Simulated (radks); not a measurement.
Polarisability of the nitrogen ion N4+, [He] 2s1, at imaginary frequency. Calculated with a radial shooting solver on a logarithmic mesh with Libxc functionals: scalar-relativistic Kohn-Sham, LDA (Slater exchange, Perdew-Wang correlation), spin-polarised, spherical densities, finite nucleus; open shells are filled with parallel spins first; Fermi nuclear charge, rms radius 2.5582 fm. Response by self-consistent Sternheimer equations with the Hartree and adiabatic LDA kernel, the relativistic mass of each level held fixed and spin-orbit coupling left out.

w (hartree)  alpha1(iw) (bohr^3)  alpha2(iw) (bohr^5)
0.00266                    1.577               0.5144
0.0143                     1.575               0.5144
0.0360                     1.564               0.5143
0.0697                     1.531               0.5139
0.118                      1.452               0.5129
0.186                      1.301               0.5107
0.280                      1.069               0.5061
0.413                     0.7877               0.4967
0.605                     0.5204               0.4779
0.892                     0.3169               0.4412
1.35                      0.1837               0.3737
2.12                      0.1015               0.2668
3.59                     0.05022               0.1412
6.94                     0.02003              0.04786
17.5                    0.005463             0.008430

Static values: alpha1 = 1.577 bohr^3 (0.2337 angstrom^3; uncoupled 1.857), alpha2 = 0.5144 bohr^5, alpha3 = 0.8599 bohr^7. C6 = 0.7984, C8 = 2.317, triple-dipole C9 = 0.9102 atomic units. One-pole (London) frequency 4 C6 / (3 alpha1^2) = 0.428 hartree, against 3.272 for minus the highest occupied eigenvalue.
